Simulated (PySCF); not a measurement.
## Spectroscopy problems

Calculated, not measured (PySCF 2.14): shieldings: GIAO PBE0/pcSseg-1, structure optimised with GFN2-xTB. No solvent model, one computed conformer, averaged over atoms made equivalent by symmetry, fast rotation or ring inversion, non-relativistic Hamiltonian.

Scale: TMS for ¹H (σ = 31.72 ppm), ¹³C (σ = 186.93 ppm) (reference shieldings calculated alike). Where no couplings were computed, multiplicities follow the n + 1 count of equivalent neighbours, and m marks all less simple cases (inequivalent or close neighbours, rings, F or P nearby). Shifts are as computed. Against solution values, carbons near 30 ppm lie about +3 ppm off and those near 130 ppm about +5 ppm (rms about the fit 2.1 ppm; single classes can miss by 10 ppm). Of 1328 compounds with measured shifts, 309 miss one by over three times the rms of a fit or turn the order of signals round; such compounds aren't used in these exercises. Signals without a measured value on file couldn't be tested in this way; 1H shifts scatter by 0.2 ppm about their fit, and single ones miss by 0.5 ppm. OH and NH positions are gas-phase values without hydrogen bonding to other molecules.

Task: C7H11N. ¹H NMR (300 MHz, computed): δ 10.32 (br s, 1H), 7.59 (d, 1H), 1.97 (m, 2H), 1.93 (m, 2H), 1.61 (m, 1H), 1.43 (m, 2H), 1.42 (m, 1H), 1.32 (m, 1H). ¹³C{¹H} NMR (computed): δ 177.0 (CH), 32.2 (CH), 31.0 (CH2), 29.0 (CH), 23.7 (CH2). What is it?

Result: `[H]/N=C/[C@@H]1[C@H]2CCC[C@@H]12`. Rings plus π bonds: 3 (2 rings in the answer). 5 carbon signals for 7 carbons: some carbons are equivalent by symmetry or fast rotation. Carbon types of the structure: 4 × CH, 3 × CH2, leaving 1 H on heteroatoms. δC 177.0: C=N carbon. δC 32.2, 29.0: three-membered-ring carbon. δH 10.32: hydrogen on an imine nitrogen; labile proton, position sensitive to the medium. δH 1.43, 1.42: hydrogen on a three-membered-ring carbon; cyclopropane-type protons are shielded by the ring.

The data come from this structure; uniqueness wasn't tested. Such data don't tell enantiomers apart.

Task: C7H11N. ¹H NMR (600 MHz, computed): δ 7.81 (d, 1H), 7.15 (d, 1H), 3.67 (m, 1H), 2.06 (m, 1H), 2.00 (m, 1H), 1.73 (m, 1H), 1.69 (m, 1H), 1.39 (m, 1H), 1.22 (m, 1H), 0.83 (m, 1H), 0.44 (m, 1H). ¹³C{¹H} NMR (computed): δ 152.4, 77.6, 33.6, 31.7, 29.2, 22.8, 7.8. Give a structure.

Result: SMILES C1C[C@@H](N=C)[C@@H]2[C@H]1C2. The formula gives 3 degrees of unsaturation (2 rings in the answer). 7 carbon signals for 7 carbons: no two carbons are equivalent. Carbon types of the structure: 3 × CH, 4 × CH2, which accounts for all hydrogens. δC 152.4: C=N carbon. δC 77.6: sp3 CH bonded to N; pulled downfield by the heteroatom. δC 33.6, 31.7: sp3 CH2 in a ring; saturated and bonded to C and H only. δH 3.67: hydrogen on an sp3 CH bonded to N; its carbon carries N, an electronegative neighbour.

The data come from this structure; uniqueness wasn't tested. Such data don't tell enantiomers apart.
